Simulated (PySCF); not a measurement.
H8NSi3 (SMILES [SiH2]N([SiH3])[SiH3]), doublet, at a GFN2-xTB geometry; PySCF with PBE0/3-21G.

Here is a job for PySCF.
```python
from pyscf import gto, scf, dft

mol = gto.Mole()
mol.atom = '''
    Si   -1.473646    0.979158    0.101193
    N    -0.028556    0.017753   -0.101142
    Si   -0.075573   -1.708221   -0.322898
    Si    1.479842    0.836267    0.206139
    H    -2.642154    0.170145   -0.234935
    H    -1.528225    1.516851    1.461783
    H     1.036645   -2.082061   -1.192683
    H    -1.358005   -2.024458   -0.947824
    H     0.039099   -2.380991    0.975474
    H     1.693709    0.969097    1.651661
    H     1.367092    2.157127   -0.411220
    H     2.562998    0.049173   -0.376322
'''
mol.basis = '3-21g'
mol.charge = 0
mol.spin = 1
mol.verbose = 4
mol.build()

mf = dft.UKS(mol)
mf.xc = 'pbe0'
mf.grids.atom_grid = (150, 974)
mf.kernel()
```

It wrote (shortened):

```
PySCF version 2.14.0

[INPUT] verbose = 4
[INPUT] num. atoms = 12
[INPUT] num. electrons = 57
[INPUT] charge = 0
[INPUT] spin (= nelec alpha-beta = 2S) = 1
[INPUT] symmetry False subgroup None
[INPUT] Mole.unit = angstrom
[INPUT] Symbol           X                Y                Z      unit          X                Y                Z       unit  Magmom
[INPUT]  1 Si    -1.473646000000   0.979158000000   0.101193000000 AA   -2.784787344561   1.850340452677   0.191227055723 Bohr   0.0
[INPUT]  2 N     -0.028556000000   0.017753000000  -0.101142000000 AA   -0.053963019213   0.033548307889  -0.191130679691 Bohr   0.0
[INPUT]  3 Si    -0.075573000000  -1.708221000000  -0.322898000000 AA   -0.142812272412  -3.228069850231  -0.610188786170 Bohr   0.0
[INPUT]  4 Si     1.479842000000   0.836267000000   0.206139000000 AA    2.796496087629   1.580315597012   0.389546253592 Bohr   0.0
[INPUT]  5 H     -2.642154000000   0.170145000000  -0.234935000000 AA   -4.992947438924   0.321527451464  -0.443962807075 Bohr   0.0
[INPUT]  6 H     -1.528225000000   1.516851000000   1.461783000000 AA   -2.887926706713   2.866432961773   2.762369523545 Bohr   0.0
[INPUT]  7 H      1.036645000000  -2.082061000000  -1.192683000000 AA    1.958975138400  -3.934525064638  -2.253844223425 Bohr   0.0
[INPUT]  8 H     -1.358005000000  -2.024458000000  -0.947824000000 AA   -2.566257525790  -3.825671170685  -1.791127774290 Bohr   0.0
[INPUT]  9 H      0.039099000000  -2.380991000000   0.975474000000 AA    0.073886401744  -4.499420895054   1.843378701634 Bohr   0.0
[INPUT] 10 H      1.693709000000   0.969097000000   1.651661000000 AA    3.200646144711   1.831327918138   3.121186940625 Bohr   0.0
[INPUT] 11 H      1.367092000000   2.157127000000  -0.411220000000 AA    2.583429467084   4.076379245905  -0.777093176944 Bohr   0.0
[INPUT] 12 H      2.562998000000   0.049173000000  -0.376322000000 AA    4.843364277808   0.092923502723  -0.711145514649 Bohr   0.0

nuclear repulsion = 281.239304385644
number of shells = 42
number of NR pGTOs = 120
number of NR cGTOs = 64
basis = 3-21g
ecp = {}

******** <class 'pyscf.dft.uks.UKS'> ********
method = UKS
initial guess = minao
damping factor = 0
level_shift factor = 0
DIIS = <class 'pyscf.scf.diis.CDIIS'>
diis_start_cycle = 1
diis_space = 8
diis_damp = 0
SCF conv_tol = 1e-09
SCF conv_tol_grad = None
SCF max_cycles = 50
direct_scf = True
direct_scf_tol = 1e-13
number electrons alpha = 29  beta = 28
XC library pyscf.dft.libxc version 7.1.2
    S. Lehtola, C. Steigemann, M. J. T. Oliveira, and M. A. L. Marques,  SoftwareX 7, 1–5 (2018)
XC functionals = pbe0
    C. Adamo and V. Barone,  J. Chem. Phys. 110, 6158 (1999)
    M. Ernzerhof and G. E. Scuseria,  J. Chem. Phys. 110, 5029 (1999)
radial grids:
    Treutler-Ahlrichs [JCP 102, 346 (1995); DOI:10.1063/1.469408] (M4) radial grids

becke partition: Becke, JCP 88, 2547 (1988); DOI:10.1063/1.454033
pruning grids: <function nwchem_prune>
grids dens level: 3
symmetrized grids: False
atomic radii adjust function: <function treutler_atomic_radii_adjust>
User specified grid scheme (150, 974)
small_rho_cutoff = 0
Set gradient conv threshold to 3.16228e-05
tot grids = 967080
init E= -922.157981082898

cycle= 1 E= -922.605579226182  delta_E= -0.448  |g|= 0.287  |ddm|= 2.15
cycle= 2 E= -922.531422976378  delta_E= 0.0742  |g|= 0.485  |ddm|= 0.774
cycle= 3 E= -922.643038848775  delta_E= -0.112  |g|= 0.038  |ddm|= 0.541
cycle= 4 E= -922.643923205779  delta_E= -0.000884  |g|= 0.00787  |ddm|= 0.0685
cycle= 5 E= -922.643979119305  delta_E= -5.59e-05  |g|= 0.00106  |ddm|= 0.0149
cycle= 6 E= -922.643981583096  delta_E= -2.46e-06  |g|= 0.000319  |ddm|= 0.00442
cycle= 7 E= -922.643981780316  delta_E= -1.97e-07  |g|= 0.000112  |ddm|= 0.0012
cycle= 8 E= -922.643981796875  delta_E= -1.66e-08  |g|= 2.81e-05  |ddm|= 0.00033
cycle= 9 E= -922.64398179794  delta_E= -1.07e-09  |g|= 6.9e-06  |ddm|= 0.000104
cycle= 10 E= -922.643981797999  delta_E= -5.89e-11  |g|= 1.97e-06  |ddm|= 2.29e-05
Extra cycle  E= -922.643981798007  delta_E= -7.96e-12  |g|= 9.92e-07  |ddm|= 5.69e-06
converged SCF energy = -922.643981798007  <S^2> = 0.75122954  2S+1 = 2.0012292
```
